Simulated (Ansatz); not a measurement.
C4H3F3 can be A, `FCC#CC(F)F`, or B, `C=C(F)/C(F)=C/F`.

Program: Ansatz. Geometries: PBE0-D4/def2-TZVP. ΔE: electronic, gas phase. CBS: MP2 limit from def2 TZ/QZ plus the TZ coupled-cluster correction, frozen cores. Functionals use def2-TZVPP. B3LYP here is the variant with VWN-RPA as its local correlation; programs differ in this. One conformer a species, not always the lowest.

A:

```xyz
10

F    -2.702    0.846    0.462
C    -1.479    0.943    1.088
C    -0.440    0.280    0.322
C     0.439   -0.261   -0.289
C     1.461   -0.933   -1.079
F     2.447   -0.070   -1.423
F     2.031   -1.939   -0.371
H    -1.563    0.487    2.080
H    -1.237    2.004    1.208
H     1.044   -1.358   -1.998
```

B:

Z-matrix (Å, degrees):
```
C
C 1 1.323
H 1 1.081 2 120.5
H 1 1.080 2 119.7 3 180.0
F 2 1.341 1 121.1 3 0.0
C 2 1.451 1 126.3 3 -180.0
F 6 1.331 2 115.0 1 0.0
C 6 1.330 2 124.3 1 180.0
F 8 1.325 6 121.4 2 -180.0
H 8 1.080 6 123.2 2 0.0
```

Q: Which isomer does CCSD(T)/CBS put lower? Give the gap. (Estimate.)

A: Ansatz gave: B, by 11.2 kcal/mol.

Q: Give E(B) − E(A) in kcal/mol with PBE0-D4, B2PLYP, CCSD/def2-TZVPP, B3LYP-D4, B3LYP, BLYP-D4, CCSD(T)/def2-SVP. (Best estimate.)

A: The calculation gave: PBE0-D4 -15.1, B2PLYP -10.8, CCSD/def2-TZVPP -10.0, B3LYP-D4 -14.5, B3LYP -13.4, BLYP-D4 -15.4, CCSD(T)/def2-SVP -11.6. None reverses the order clearly.

Q: Does the order hold for the free energy at 298.15 K (harmonic terms from PBE0-D4)? (Estimate.)

A: Ansatz gave: Yes: G(B) − G(A) = -10.2 kcal/mol, for one conformer each. Modes under 60 cm⁻¹, often nearly free rotors, make the harmonic entropy too high.

Largest T1 diagnostic: 0.013.

Leaving LDA and LC-ωPBE aside and taking each functional with its dispersion term where it has one, the values, not all of them listed here, spread over 5.8 kcal/mol, from B97M-V to B2PLYP. LDA lies −4.0 kcal/mol from PBE without D4. The D4 term adds −1.1 kcal/mol with B3LYP and −0.6 kcal/mol with PBE0; it sums over pairs of atoms, weighted by their polarisabilities, and B3LYP, whose exchange is more repulsive, gets the larger term.
